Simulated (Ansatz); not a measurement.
Reaction (ligand exchange at a B–C bond): `ClBCCl` + `OCC(F)(F)F` → `FC(F)(F)COBCl` + `CCl`

Computed with Ansatz on PBE0-D4/def2-TZVP structures; ΔE is electronic, products minus reactants. CCSD(T)/CBS is the MP2 limit (def2-TZVPP, def2-QZVPP) plus CCSD(T) − MP2 in def2-TZVPP, frozen cores. This one scheme is used for every species. Functionals use def2-TZVPP. B3LYP here is the variant with VWN-RPA as its local correlation; programs differ in this. Each species was taken in one conformer, which may not be the lowest.

```tsv
level	ΔE (kcal/mol)	difference from CCSD(T)/CBS
PBE-D4	-30.1	1.3
PBE0-D4	-30.7	0.7
B3LYP-D4	-32.3	-0.9
r2SCANh-D4	-31.6	-0.2
BHLYP-D4	-33.1	-1.7
ωB97M-V	-31.7	-0.3
B2PLYP	-32.6	-1.2
PBE-QIDH	-31.4	0.0
B3LYP	-32.7	-1.3
r2SCAN0	-31.7	-0.3
CAM-B3LYP	-33.5	-2.1
MP2/def2-SVP	-35.1	-3.7
CCSD(T)/def2-SVP	-34.8	-3.4
CCSD/def2-TZVPP	-32.1	-0.7
MP2/def2-QZVPP	-31.6	-0.2
MP2/CBS(def2)	-31.3	0.1
CCSD(T)/CBS	-31.4	0
```

Largest T1 diagnostic among the species: 0.012.

In def2-TZVPP, CCSD(T) changes the Hartree–Fock value by +2.8 kcal/mol (the triples alone add +0.3 kcal/mol) and MP2 by +2.9 kcal/mol. Leaving LDA and LC-ωPBE aside and taking each functional with its dispersion term where it has one, the values, not all of them listed here, spread over 3.8 kcal/mol, from CAM-B3LYP-D4 to revPBE-D4. LDA lies −0.7 kcal/mol from PBE without D4.
